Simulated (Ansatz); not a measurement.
The first iterations of a band of BCl2H + BrH (6 atoms, charge 0, multiplicity 1).

Method: Ansatz, RKS PBE/def2-SVP.

```json
{"movable images": "2", "climbing image": "yes", "spring": "5.0 eV/Å²", "optimiser": "quadratic models (default)", "start path": "through a guess of the saddle point", "force threshold": "0.05 eV/Å", "iteration limit": "60", "end points": "relaxed"}
```

First end point:

```xyz
6
Properties=species:S:1:pos:R:3
B -0.006 0.457 -0.228
H -0.001 0.630 0.969
Cl 1.510 0.404 -1.099
Cl -1.529 0.328 -1.077
Br 0.088 -2.888 1.207
H 0.074 -2.016 2.347
```

Last end point:

```xyz
6
Properties=species:S:1:pos:R:3
B 0.020 -0.718 -0.750
H 0.016 0.354 2.494
Cl 1.514 0.170 -0.973
Cl -1.519 0.094 -0.951
Br 0.070 -2.579 -0.300
H 0.035 -0.407 2.599
```

| iteration | highest image above the first end (eV) | largest band force component (eV/Å) |
| --- | --- | --- |
| 1 | 1.110 | 3.361 |
| 2 | 0.430 | 2.228 |
| 3 | 0.299 | 1.918 |
| 4 | 0.279 | 1.253 |
| 5 | 0.243 | 0.637 |
| 6 | 0.198 | 0.609 |
| 7 | 0.177 | 0.529 |
| 8 | 0.555 | 1.106 |

Problem. Does the band converge within its limit, and where does its top end?

Solution. The run converged. It ended after 26 iterations with the highest image 0.650 eV above the first end. Another band between the same ends (7 images) ends at a top of the same energy, where a vibrational analysis finds 1 clearly imaginary mode. So few images can step over the top or miss a turn of the path. The orbitals stay closed-shell, which can raise the energy where a bond breaks towards radicals; this wasn't checked here.

Time of the run: 70 s on 2 threads of Arm Neoverse V2, with other jobs on the host, peak memory 0.14 GiB.
